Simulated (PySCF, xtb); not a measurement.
C4H7NSi, SMILES C#CC(=C)[SiH2]N. Other conformers were not sampled.

Harmonic wavenumbers (cm⁻¹) from GFN2-xTB (xtb) at its own minimum, in rising order: 27, 101, 144, 169, 230, 274, 399, 437, 502, 534, 584, 604, 624, 671, 728, 739, 748, 824, 895, 900, 938, 1177, 1412, 1526, 1635, 2238, 2249, 2254, 3072, 3108, 3391, 3474, 3506.

Problem. What does B3LYP-D3(BJ)/def2-SVP in PySCF give at its own minimum? (The exact figures need the calculation; the answer reports its results.)

Solution. 54, 111, 169, 205, 273, 300, 429, 459, 527, 558, 635, 672, 680, 753, 772, 845, 907, 915, 926, 937, 964, 1199, 1419, 1550, 1647, 2192, 2222, 2235, 3124, 3223, 3471, 3559, 3649. Paired by order, the mean absolute difference is 50 cm⁻¹ and the zero-point energies are 57.3 and 59.4 kcal/mol.
